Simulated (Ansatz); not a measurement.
**Question.** Name a neutral molecule of B, F, Ga, O and H with size of the dipole moment (ωB97M-V/def2-TZVPP) between 1.55 and 1.85 D and LUMO energy (PBE/def2-TZVPP) between -4.10 and -3.80 eV (Ansatz, PBE0-D4/def2-TZVP geometry).

**Answer.** `[BH2][Ga]([OH])[F]` (1.66 D, -4.02 eV). Other molecules can fit too; these were computed, each in one conformer that needn't be the lowest.
